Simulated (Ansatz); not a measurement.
Ideal-gas functions of CH3F3OSn, SMILES `C[O][Sn]([F])([F])[F]` at 500 K and 1 bar, from an Ansatz frequency run at PBE0-D4/def2-TZVP.

Molar mass 206.74 g/mol, point group Cs (symmetry number 1), electronic degeneracy 1, moments of inertia 180.175, 300.268, 303.727 u Å². Harmonic wavenumbers (cm⁻¹, unscaled): 21, 98, 103, 155, 159, 187, 192, 256, 595, 655, 663, 677, 1087, 1174, 1190, 1476, 1493, 1497, 3030, 3101, 3130.

Use S(trans) = R[1.5 ln M + 2.5 ln T − 1.1517]; rotational temperatures θ = 24.2544 K / I; S(rot) = R[ln(√π/σ · √(T³/θAθBθC)) + 1.5]; for each mode x = 1.438777 ν̃/T, S = R[x/(eˣ − 1) − ln(1 − e⁻ˣ)] and H = RT x/(eˣ − 1); 1 cm⁻¹ = 0.0119627 kJ/mol; R = 8.31446 J/(mol·K).

**Question.** By hand: the entropy, in J/(mol·K).

**Answer.** Translation 186.1. Rotation: θ = 0.1346, 0.0808, 0.0799 K, giving 124.0. Vibration, mode by mode: 31.65, 18.87, 18.46, 15.10, 14.89, 13.57, 13.35, 11.04, 4.79, 4.18, 4.10, 3.97, 1.56, 1.28, 1.23, 0.63, 0.61, 0.60, 0.01, 0.01, 0.01, in all 159.9. Electronic 0.0. Sum 470.0 J/(mol·K).

**Question.** By hand: H − E and G − E in kJ/mol, counted from the electronic energy.

**Answer.** Zero-point energy ½ × 20939 × 0.0119627 = 125.2; thermal vibration 34.9; translation, rotation and pV give 4 RT = 16.6. H − E = 176.7 kJ/mol, and G − E = 176.7 − 500 × 470.0/1000 = -58.3 kJ/mol.

Vibration gives 34 % of the entropy, 69.0 J/(mol·K) of it from the modes under 150 cm⁻¹: soft modes count most, and the harmonic formula is weakest for them. The sum counts one conformer and one mirror image; others add a mixing term.
